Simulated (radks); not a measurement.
Valence configurations of Gd2+ (all share [Xe]). Method: scalar-relativistic Kohn-Sham, r2SCAN, spin-polarised, spherical densities, finite nucleus; open shells are filled with parallel spins first (spin-orbit coupling, left out, can overturn this in heavy ions); meta-GGA in the generalised Kohn-Sham scheme; Fermi nuclear charge, rms radius 5.1569 fm; computed with a radial shooting solver on a logarithmic mesh with Libxc functionals. Energies are relative to 4f7 5d1; eigenvalues in eV for spin up.

| valence | E (eV) | moment (Bohr magnetons) | e(4f) | e(5d) | e(6p) | e(6s) |
|---|---|---|---|---|---|---|
| 4f7.5 5d0.5 | -0.475 | 7 | -21.275 | -14.523 | - | - |
| 4f7 5d1 | 0.000 | 8 | -24.645 | -15.551 | - | - |
| 4f7 5d0.5 6s0.5 | 0.356 | 8 | -26.055 | -16.486 | - | -15.866 |
| 4f7 5d0.5 6p0.5 | 2.576 | 8 | -26.661 | -16.879 | -11.655 | - |
| 4f6.5 5d1.5 | 5.164 | 8 | -28.007 | -16.512 | - | - |
| 4f6.5 5d1 6p0.5 | 8.091 | 8 | -30.080 | -17.874 | -11.914 | - |
| 4f6 5d1 6p1 | 18.283 | 8 | -35.716 | -20.158 | -13.163 | - |
| 4f5 5d3 | 28.416 | 8 | -38.873 | -19.260 | - | - |
| 4f5 5d1.5 6s1.5 | 34.199 | 7 | -43.845 | -22.234 | - | -18.855 |
| 4f5 5d1 6s2 | 36.702 | 6 | -45.515 | -23.070 | - | -19.147 |

NIST lists [Xe] 4f7 5d1 as the ground configuration; this level of theory puts 4f7.5 5d0.5 lower, by 0.475 eV. The energies are those of spherical high-spin densities, not of single terms.
